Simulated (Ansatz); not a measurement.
```yaml
crystal:
  periodic: [false, false, false]
  atoms:
    - {symbol: O, position_ang: [2.956384, 0.357212, -1.994125]}
    - {symbol: C, position_ang: [1.867387, 0.638912, -1.822989]}
    - {symbol: Ru, position_ang: [0.021778, 1.100456, -1.511012]}
    - {symbol: C, position_ang: [-0.444994, 0.362682, -3.185852]}
    - {symbol: O, position_ang: [-0.704907, 0.045482, -4.257437]}
    - {symbol: C, position_ang: [0.509725, 2.914484, -1.314310]}
    - {symbol: O, position_ang: [0.785172, 4.028071, -1.336352]}
    - {symbol: C, position_ang: [-1.823879, 1.564549, -1.202169]}
    - {symbol: O, position_ang: [-2.913206, 1.828899, -1.007063]}
    - {symbol: N, position_ang: [-0.004825, -0.232401, 0.319289]}
    - {symbol: C, position_ang: [-0.345629, -1.520009, 0.224439]}
    - {symbol: C, position_ang: [-0.374322, -2.367789, 1.316777]}
    - {symbol: C, position_ang: [-0.036732, -1.865975, 2.562070]}
    - {symbol: C, position_ang: [0.317176, -0.531561, 2.664186]}
    - {symbol: C, position_ang: [0.320214, 0.248284, 1.521934]}
    - {symbol: H, position_ang: [-0.601787, -1.870183, -0.767378]}
    - {symbol: H, position_ang: [-0.658372, -3.403679, 1.182176]}
    - {symbol: H, position_ang: [-0.049186, -2.503960, 3.437885]}
    - {symbol: H, position_ang: [0.589666, -0.089510, 3.614047]}
    - {symbol: H, position_ang: [0.590348, 1.296036, 1.555872]}
basis:
  gaussian: {orbitals: def2-SVPD, fitting: {mean_field: cc-pVTZ-jkfit}}
total_charge: 1
magnetization: {spin_polarized: true, initial_magnetization: 1}
hamiltonian: {xc: {name: wPBEh}}
output: {forces: true}
```

```sh
$ ansatz run in.yaml --threads 11 --pin off --events-out ev --progress --plain --max-ram 110592MiB --backend cuda --devices 0, --max-vram 75GiB
```

(1) How does Ansatz answer? (An estimate is asked.)

## Answers

(1) Computed: The program refused the input.
```
Functional definition: wPBEh
Error: <dir> the basis set cc-pVTZ-JKFIT has no functions for Ru
```
